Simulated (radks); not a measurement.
Question: These are the eigenvalues of the occupied orbitals of an atom or ion with whole-number occupations (eV). Method: non-relativistic Kohn-Sham, TPSS, spin-polarised, spherical densities, point nucleus; meta-GGA in the generalised Kohn-Sham scheme; computed with a radial shooting solver on a logarithmic mesh with Libxc functionals.

| orbital | eigenvalue |
|---|---|
| 1s up | -7589.732 |
| 1s down | -7589.730 |
| 2s up | -948.6693 |
| 2s down | -946.0667 |
| 2p up | -830.0082 |
| 2p down | -827.9401 |
| 3s up | -159.5083 |
| 3s down | -153.7836 |
| 3p up | -123.4225 |
| 3p down | -117.6921 |
| 3d up | -63.9812 |
| 4s up | -37.9033 |
| 4s down | -36.7790 |

Which element is it, and in what charge state? The configuration may be excited. Open shells, if any, are filled with parallel spins first.

Answer: Z = 27, cobalt, charge +3: Co3+ in [Ar] 3d4 4s2. The list shows which subshells hold electrons but not how many an open one holds; the 1s level, -278.92 hartree, gives Z - s = 23.6 by -(Z - s)^2/2, which with screening narrows Z to a few neighbours, and the depths of the outer levels then fix element, charge and occupations together.
